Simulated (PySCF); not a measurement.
Correlation energy of Hf³⁺ (hafnium, charge +3)

[Xe] 4f14 5d1, 2D determinant. Calculation: PySCF 2.14, in def2-TZVPPD with the def2 core potential (60 electrons); a scalar-relativistic core potential. Frozen: nothing; 9 electrons correlated.

MP2 pair energies summed by pair of shells (mhartree):

| pair | energy | share (%) |
| --- | --- | --- |
| 5p-5p | -102.78 | 66.9 |
| 5p-5d | -25.72 | 16.7 |
| 5s-5p | -18.74 | 12.2 |
| 5s-5s | -4.20 | 2.7 |
| 5s-5d | -2.28 | 1.5 |

Total MP2 correlation energy: -153.71 mhartree.

Same-spin part -42.71 and opposite-spin part -111.01 mhartree; SCS-MP2 scales them by 1/3 and 6/5 to -147.44 mhartree.

The basis has no tight functions for the innermost shells, so their pair energies are far from complete.

This basis was not built for core-valence correlation, so the inner-shell part is incomplete.
